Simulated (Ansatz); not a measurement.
Cartesian coordinates (Å):
```xyz
7

B      2.1812    -0.0657    -0.3297
N      0.9724    -0.0295     0.0013
B     -0.3349     0.0099     0.3609
C     -1.6718     0.0503     0.7292
H      3.3095    -0.0995    -0.6386
H     -1.9860     0.3100     1.7337
H     -2.4703    -0.1755     0.0317
```
Charge 0, spin multiplicity 1.

These are frozen-core CCSD(T)/cc-pVTZ // PBE0-D3(BJ)/def2-TZVP (Ansatz, a quantum-chemistry and plane-wave program) values and carry that method's errors.

```
Quantity                        Value
----------------------  -------------
HF energy               -143.47381 Ha
MP2 correlation energy    -0.53509 Ha
```

Problem. Estimate the CCSD correlation energy, the (T) correction, the total energy and the T1 diagnostic.

Solution. 
```yaml
CCSD correlation energy: -0.55821 Ha
"(T) correction": -0.02780 Ha
CCSD(T) total energy: -144.05982 Ha
T1 diagnostic: 0.017
```
